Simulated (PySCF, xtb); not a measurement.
SnCl3, SMILES [Cl][Sn+]([Cl])[Cl], charge +1.

Harmonic wavenumbers (cm⁻¹) from GFN2-xTB in xtb 6.7.1 at its own minimum, in rising order: 71, 82, 82, 261, 356, 356.

Q: What does PBE-D3(BJ)/def2-SVP run with PySCF 2.14.0 give at its own minimum? (An estimate is asked for; the answer gives what the named calculation found.)

A: 93, 95, 95, 354, 430, 430. Paired by order, the mean absolute difference is 49 cm⁻¹ and the zero-point energies are 1.7 and 2.1 kcal/mol.
